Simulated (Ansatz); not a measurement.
Species: C3H9FO3Sn, SMILES `C[O][Sn]([F])([O]C)[O]C` (charge 0, multiplicity 1).

**Question.** Give a relaxed geometry from PBE0-D3(BJ)/def2-SVP run with Ansatz (a first-principles code).

**Answer.** Several could match; the one computed here: the end point of this relaxation, one of several conformers (outside a Z-matrix the atoms follow the SMILES, hydrogens last).
Z-matrix (Å, degrees):
```
Sn
F 1 1.9364
O 1 1.9563 2 107.68
C 3 1.4089 1 120.67 2 -56.57
H 4 1.1017 3 107.59 1 177.58
H 4 1.1050 5 107.80 3 -121.58
H 4 1.1051 5 107.79 6 -116.70
O 1 1.9563 2 107.85 3 -120.04
C 8 1.4089 1 120.66 2 -57.72
H 9 1.1017 8 107.59 1 178.42
H 9 1.1050 10 107.81 8 -121.61
H 9 1.1051 10 107.79 11 -116.70
O 1 1.9564 2 107.73 3 120.03
C 13 1.4089 1 120.66 2 -56.57
H 14 1.1018 13 107.59 1 177.56
H 14 1.1050 15 107.81 13 -121.58
H 14 1.1051 15 107.79 16 -116.70
```
